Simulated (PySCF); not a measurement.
# One molecule, several mistakes: B2CH5O anion

These are calculations, not measurements. They come from PySCF 2.14.0, an open-source quantum chemistry program, on an isolated molecule that a program drew, which may never have been made. The molecule is B2CH5O anion (charge -1, singlet), drawn as the SMILES string `C=B[BH2-]O`.

Each row is a Hartree-Fock (HF) and frozen-core CCSD(T) single point in the aug-cc-pVDZ basis, meant for a local HF minimum. Run 1 is clean. Each other run has one planted mistake out of seven kinds, and not every kind appears here: one electron removed, one electron added, multiplicity raised by two, geometry at a saddle point, minimal basis STO-3G, one bond length entered in bohr, all coordinates scaled. The reference is restricted for singlets and unrestricted otherwise, and also for a bond in bohr. Adding or removing an electron swaps singlet and doublet. Electrons count all cores. HOMO and LUMO are orbital energies over both spins, the gradient is its largest component, and the lowest frequency (negative if imaginary) is given only where the gradient is small. Bond lengths are over the 8 bonds as drawn. T1 is the CCSD diagnostic: over 0.02 (restricted) or 0.045 (unrestricted) a single reference is doubtful.

Geometry of the clean run:
```xyz
9
B2CH5O anion, angstrom
C     1.2975    1.3030   -0.7392
B     0.3833    0.3125   -0.3031
B    -0.6386   -0.9795    0.2177
O    -1.9389   -1.1203   -0.5162
H     2.1821    1.0610   -1.3210
H     1.1657    2.3567   -0.5117
H     0.1108   -1.9849    0.0716
H    -0.8692   -0.8627    1.4283
H    -1.7877   -1.1029   -1.4438
```

```
run,electrons,basis functions,<S^2>,HOMO (eV),LUMO (eV),gradient (hartree/bohr),lowest frequency (cm^-1),mean bond (Å),longest bond (Å),T1,HF (hartree),CCSD(T) (hartree),mistake
1,30,137,0.000,-3.87,3.73,2.9e-05,164,1.2821,1.728,0.0151,-165.00540,-165.60806,no fault
2,29,137,0.757,-9.87,-1.23,5.5e-02,-,1.2821,1.728,0.0208,-164.92018,-165.47510,one electron removed
3,30,137,0.749,-3.70,3.67,2.5e-02,-,1.4029,2.052,0.0574,-164.87637,-165.47815,one bond length entered in bohr
4,30,137,2.020,-0.62,3.51,6.4e-02,-,1.2821,1.728,0.0202,-164.90567,-165.47840,?
5,30,25,0.000,-0.73,13.70,8.4e-02,-,1.2821,1.728,0.0144,-162.70664,-162.92942,?
```

**Which mistake was planted in run 4, and what did it cost?**

Electrons, basis and geometry are unchanged, and <S^2> is 2.020, beside S(S+1) = 2.00 for a multiplicity of 3. So the mistake is: multiplicity raised by two. Subtracting run 1 and multiplying by 627.51 kcal/mol a hartree, the energy moved by 62.6 kcal/mol in HF and 81.4 kcal/mol in CCSD(T).

**Which mistake was planted in run 5, and what did it cost?**

It has 25 basis functions where the clean run has 137, with the same electrons and geometry. So the mistake is: minimal basis STO-3G. Subtracting run 1 and multiplying by 627.51 kcal/mol a hartree, the energy moved by 1442.5 kcal/mol in HF and 1680.9 kcal/mol in CCSD(T).

Cautions from the logs. Run 3: T1 is over the limit, so its CCSD(T) energy is less reliable.
